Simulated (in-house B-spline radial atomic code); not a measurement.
Mn⁺. Computed with a B-spline radial atomic code. Model: all-electron spherical atom, spin shells full or empty, radial basis limit, no spin-orbit coupling: exact exchange with a local potential (Slater, KLI or optimised effective potential, whose far tail is KLI's), no correlation.

Empty minority-spin level lies below the highest occupied level: each spin potential is zero at infinity, spin occupations fixed.

Exchange potential has not reached -1/r at the last radius.

The run also made RPA and GW results, which its time includes.

The Slater potential averages the orbital exchange potentials with the orbital densities as weights, KLI adds orbital constants, and the optimised effective potential minimises the exact-exchange energy among local potentials. So their energies lie above Hartree-Fock in the order OEP, KLI, Slater. All fall off as −1/r, unlike LDA and GGA exchange.

Command:
```bash
python run_gw.py task.json out
```
Settings (nuclear radius in fm, other lengths in bohr, energies in hartree):
```
Z                      25
electrons              24
configuration          [Ar] 3d5 4s1
hamiltonian            x2c
method                 kli
lmax                   9
rms_radius             3.7057
spin_polarised         True
box_radius             23.78
intervals              105
ion_configuration      [Ar] 3d5
```

Time taken, with all properties: 14 s on 1 thread of Arm Neoverse V1, with other jobs on the host.

Given: hamiltonian one-electron scalar X2C; mean-field start exchange-only KLI.

Computed: energy above Hartree-Fock 12.307 millihartree.

```tsv
radius (bohr)	r times exchange potential up (hartree bohr)	r times exchange potential down (hartree bohr)
0.002	-0.040451	-0.041553
0.00249	-0.050291	-0.051663
0.0031	-0.062474	-0.064181
0.00386	-0.077544	-0.07967
0.00481	-0.096174	-0.098823
0.00598	-0.11876	-0.12206
0.00745	-0.14647	-0.15058
0.00928	-0.17983	-0.18495
0.0116	-0.22009	-0.22649
0.0144	-0.26538	-0.27334
0.0179	-0.31664	-0.32653
0.0223	-0.37244	-0.38479
0.0278	-0.42895	-0.44438
0.0346	-0.47999	-0.49926
0.043	-0.51816	-0.54223
0.0536	-0.53614	-0.56636
0.0667	-0.5305	-0.56853
0.083	-0.51939	-0.56726
0.103	-0.55129	-0.61072
0.129	?	?
0.16	-0.78923	-0.87756
0.2	-0.89713	-1.0042
0.248	-0.93277	-1.0607
0.309	-0.87357	-1.0188
0.385	-0.76329	-0.87163
0.48	-0.81864	-0.80577
0.597	-1.0528	-1.0108
0.743	?	?
0.926	-1.3563	-1.3458
1.15	-1.3176	-1.3624
1.44	-1.1732	-1.3035
1.79	-1.0127	-1.2189
2.22	-0.91707	-1.1426
2.77	-0.90125	-1.0859
3.45	-0.92255	-1.0507
4.29	-0.94575	-1.0306
5.35	-0.96292	-1.019
```

Problem. What belongs in the row 0.129?

Solution. r times exchange potential up (hartree bohr): -0.65814; r times exchange potential down (hartree bohr): -0.73125.

Problem. What belongs in the row 0.743?

Solution. r times exchange potential up (hartree bohr): -1.2606; r times exchange potential down (hartree bohr): -1.2261.

| occupied | level (hartree) | Hartree-Fock level (hartree) |
| --- | --- | --- |
| 1s up | -236.32 | -242.79 |
| 1s down | -236.89 | -242.78 |
| 2s up | -27.706 | -29.886 |
| 2s down | ? | ? |
| 2p up | -23.521 | -25.239 |
| 2p down | -23.982 | -25.111 |
| 3s up | -3.6601 | -4.3819 |
| 3s down | -3.6822 | -3.9609 |
| 3p up | -2.5082 | -3.0319 |
| 3p down | -2.536 | -2.5317 |
| 3d up | ? | ? |
| 4s up | -0.55366 | -0.55034 |

Problem. What belongs in the row 2s down?

Solution. level (hartree): -28.133; Hartree-Fock level (hartree): -29.753.

Problem. What belongs in the row 3d up?

Solution. level (hartree): -0.73172; Hartree-Fock level (hartree): -0.92266.

```
  empty  level (hartree)
3d down         -0.77592
4s down         -0.62254
4p down         -0.42827
  4p up                ?
5s down                ?
  5s up         -0.22992
4d down         -0.21732
  4d up         -0.20164
5p down         -0.19216
```

Problem. What belongs in the row 4p up?

Solution. level (hartree): -0.3778.

Problem. What belongs in the row 5s down?

Solution. level (hartree): -0.24472.

The highest level, 4s up, differs from Hartree-Fock by -0.09 eV and the deepest, 1s down, by +160 eV: a local potential can match the highest level but can't give each shell its own exchange.
